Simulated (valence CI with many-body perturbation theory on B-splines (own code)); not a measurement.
## E1 line list for Rb IV

Computed by configuration interaction combined with many-body perturbation theory (CI+MBPT): six valence electrons over a frozen Dirac-Fock core [Ar] 3d10, a basis of 9 s, 9 p, 8 d, 6 f, 3 g, 1 h functions for each j, with the one-electron correlation potential Σ1, the two-electron term Σ2, the three-electron term Σ3, Breit, model QED; selected CI, second order for the rest, scaled by the run's own slope (own B-spline code, finite nucleus).

Against 34 measured levels this calculation errs by 311 cm⁻¹ on average and by 610 at most. Among the levels kept, up to 1700 cm⁻¹ of a level comes from second order outside the variational space, and about a tenth of that is noise between levels of different J, which matters for small intervals.

Lines 1 to 50 of 73 in falling wavelength, among levels below 213368 cm⁻¹, chosen from the strongest by gf and those to the six lowest levels. Wavelengths and rates use the calculated energies, so an error of 300 cm⁻¹ moves a line at 99.28 nm by 0.3 % and its rate by three times that or more. Electric multipoles are in the length gauge, E1 and E2 with the static RPA response of the core. Weak lines are less certain than strong ones. Lines between different terms over intervals too small for the method are left out, as are lines whose strength nearly cancels. The highest levels of a list are the least certain.

Names give the largest LS component (configuration and term), which can be under half, so a name can repeat, a term be missing and a line seem to break the LS rules; names also repeat where a configuration has a term twice. Letters in brackets count levels of one name in rising energy.

```csv
λ vac (nm),λ from measured levels,Upper,Lower,A (s⁻¹),log gf,Branch %
99.28,98.80,4s 4p5 3P°_1,4s2 4p4 1S_0,3.67e+06,-2.79,0.6
85.31,85.02,4s 4p5 3P°_2,4s2 4p4 1D_2,1.83e+07,-2.00,3.0
82.06,81.79,4s 4p5 3P°_1,4s2 4p4 1D_2,2.00e+06,-3.22,0.3
77.89,77.69,4s 4p5 3P°_2,4s2 4p4 3P_1,1.46e+08,-1.18,23.8
77.40,77.15,4s 4p5 1P°_1,4s2 4p4 1S_0,2.25e+07,-2.22,1.9
75.89,75.50,4s2 4p3 4d 5D°_1,4s2 4p4 1S_0,1.92e+03,-6.30,0.0
75.58,75.37,4s 4p5 3P°_1,4s2 4p4 3P_0,1.95e+08,-1.30,29.8
75.18,74.99,4s 4p5 3P°_1,4s2 4p4 3P_1,1.53e+08,-1.41,23.3
74.27,74.09,4s 4p5 3P°_2,4s2 4p4 3P_2,4.49e+08,-0.73,73.2
73.53,73.34,4s 4p5 3P°_0,4s2 4p4 3P_1,6.36e+08,-1.29,100.0
71.80,71.62,4s 4p5 3P°_1,4s2 4p4 3P_2,3.01e+08,-1.16,46.0
69.15,68.88,4s2 4p3 4d 3D°_1 [a],4s2 4p4 1S_0,1.69e+05,-4.44,0.1
66.52,66.38,4s 4p5 1P°_1,4s2 4p4 1D_2,1.09e+09,-0.66,93.8
65.40,65.15,4s2 4p3 4d 5D°_1,4s2 4p4 1D_2,3.12e+06,-3.22,5.2
65.38,65.13,4s2 4p3 4d 5D°_2,4s2 4p4 1D_2,3.98e+05,-3.89,0.9
65.36,65.11,4s2 4p3 4d 5D°_3,4s2 4p4 1D_2,7.18e+04,-4.49,0.3
62.19,62.09,4s 4p5 1P°_1,4s2 4p4 3P_0,4.38e+06,-3.12,0.4
61.92,61.82,4s 4p5 1P°_1,4s2 4p4 3P_1,4.59e+06,-3.10,0.4
61.22,61.01,4s2 4p3 4d 5D°_1,4s2 4p4 3P_0,3.45e+06,-3.24,5.7
61.10,60.93,4s2 4p3 4d 3D°_2 [a],4s2 4p4 1D_2,1.06e+06,-3.53,0.8
60.99,60.78,4s2 4p3 4d 5D°_0,4s2 4p4 3P_1,5.15e+07,-2.54,100.0
60.95,60.76,4s2 4p3 4d 5D°_1,4s2 4p4 3P_1,1.83e+07,-2.51,30.3
60.93,60.74,4s2 4p3 4d 5D°_2,4s2 4p4 3P_1,2.83e+05,-4.10,0.7
60.56,60.38,4s2 4p3 4d 3D°_3,4s2 4p4 1D_2,5.09e+05,-3.71,0.7
60.34,60.16,4s2 4p3 4d 3D°_1 [a],4s2 4p4 1D_2,2.08e+06,-3.47,1.2
59.62,59.52,4s 4p5 1P°_1,4s2 4p4 3P_2,4.02e+07,-2.19,3.5
59.35,59.26,4s2 4p3 4d 3D°_1 [b],4s2 4p4 1S_0,1.47e+07,-2.63,1.1
58.93,58.77,4s2 4p3 4d 3F°_2 [a],4s2 4p4 1D_2,2.48e+04,-5.19,0.1
58.72,58.53,4s2 4p3 4d 5D°_1,4s2 4p4 3P_2,3.55e+07,-2.26,58.8
58.70,58.52,4s2 4p3 4d 5D°_2,4s2 4p4 3P_2,4.24e+07,-1.96,98.4
58.68,58.50,4s2 4p3 4d 5D°_3,4s2 4p4 3P_2,2.24e+07,-2.09,99.7
58.46,58.30,4s2 4p3 5s 3S°_1,4s2 4p4 1S_0,9.58e+04,-4.83,0.0
58.43,58.27,4s2 4p3 4d 3F°_3 [a],4s2 4p4 1D_2,1.14e+07,-2.39,18.2
57.77,57.65,4s2 4p3 4d 3P°_1,4s2 4p4 1S_0,3.57e+06,-3.27,0.1
57.19,57.07,4s2 4p3 4d 3D°_2 [a],4s2 4p4 3P_1,3.29e+07,-2.09,24.1
56.75,56.61,4s2 4p3 4d 3D°_1 [a],4s2 4p4 3P_0,6.82e+07,-2.01,38.1
56.53,56.39,4s2 4p3 4d 3D°_1 [a],4s2 4p4 3P_1,8.60e+07,-1.91,48.0
56.19,56.10,4s2 4p3 4d 3G°_3,4s2 4p4 1D_2,4.83e+07,-1.80,47.3
55.30,55.17,4s2 4p3 4d 3F°_2 [a],4s2 4p4 3P_1,1.48e+07,-2.47,32.7
55.22,55.10,4s2 4p3 4d 3D°_2 [a],4s2 4p4 3P_2,1.03e+08,-1.63,75.1
55.00,54.86,4s2 4p3 4d 1S°_0,4s2 4p4 3P_1,2.26e+07,-2.99,100.0
54.78,54.65,4s2 4p3 4d 3D°_3,4s2 4p4 3P_2,7.28e+07,-1.64,99.3
54.60,54.47,4s2 4p3 4d 3D°_1 [a],4s2 4p4 3P_2,2.26e+07,-2.52,12.6
53.92,53.79,4s2 4p3 5s 5S°_2,4s2 4p4 1D_2,1.03e+06,-3.65,0.7
53.45,53.33,4s2 4p3 4d 3F°_2 [a],4s2 4p4 3P_2,3.04e+07,-2.19,67.2
53.29,53.22,4s2 4p3 4d 1D°_2,4s2 4p4 1D_2,2.85e+08,-1.22,86.7
53.03,52.92,4s2 4p3 4d 3F°_3 [a],4s2 4p4 3P_2,5.15e+07,-1.82,81.8
52.74,52.69,4s2 4p3 4d 3D°_1 [b],4s2 4p4 1D_2,8.32e+07,-1.98,6.1
52.03,51.93,4s2 4p3 5s 3S°_1,4s2 4p4 1D_2,4.74e+07,-2.24,0.8
51.76,51.72,4s2 4p3 4d 3D°_2 [b],4s2 4p4 1D_2,3.07e+07,-2.21,2.8
```
